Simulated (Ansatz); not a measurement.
The same atomization along the group B, Al, Ga, In.

Program: Ansatz. Geometries: PBE0-D4/def2-TZVP. ΔE: electronic, gas phase. CBS: MP2 limit from def2 TZ/QZ plus the TZ coupled-cluster correction, frozen cores. This one scheme is used for every species, atoms too. Functionals use def2-TZVPP. Open shells (•) are unrestricted, without spin–orbit coupling. Spin–orbit coupling would lower the free atoms: a little for Al, B, Cl; clearly for Ga; strongly for I, In. Elements past krypton have def2 core potentials. For Ga, I, In outer-core shells are correlated without core-valence functions, so the limit isn't a true one: a few kJ/mol of doubt a bond, and 10 to 20 or more in all where bonds break to atoms. Scalar relativity is left out up to krypton.

```json
{"reaction": "`ClB(Cl)I` → 2 Cl• + I• + B•", "PBE-D4 (kJ/mol)": "1285", "CCSD/CBS(def2) (kJ/mol)": "1183", "MP2/CBS(def2) (kJ/mol)": "1309", "ωB97X-V (kJ/mol)": "1221", "CCSD(T)/CBS(def2) (kJ/mol)": "1222"}
{"reaction": "`[Cl][Al]([Cl])[I]` → 2 Cl• + I• + Al•", "PBE-D4 (kJ/mol)": "1179", "CCSD/CBS(def2) (kJ/mol)": "1161", "MP2/CBS(def2) (kJ/mol)": "1261", "ωB97X-V (kJ/mol)": "1175", "CCSD(T)/CBS(def2) (kJ/mol)": "1190"}
{"reaction": "`[Cl][Ga]([Cl])[I]` → 2 Cl• + I• + Ga•", "PBE-D4 (kJ/mol)": "1020", "CCSD/CBS(def2) (kJ/mol)": "988", "MP2/CBS(def2) (kJ/mol)": "1085", "ωB97X-V (kJ/mol)": "1011", "CCSD(T)/CBS(def2) (kJ/mol)": "1018"}
{"reaction": "`[Cl][In]([Cl])[I]` → 2 Cl• + I• + In•", "PBE-D4 (kJ/mol)": "925", "CCSD/CBS(def2) (kJ/mol)": "906", "MP2/CBS(def2) (kJ/mol)": "987", "ωB97X-V (kJ/mol)": "924", "CCSD(T)/CBS(def2) (kJ/mol)": "936"}
```

Largest T1 diagnostic: 0.018, for Al•.

For atomizations the MP2-based limit and the directly extrapolated one differ by several kJ/mol either way, and by 10 to 25 for some Ge, Se and Sn compounds, so smaller differences from it don't rank the levels.
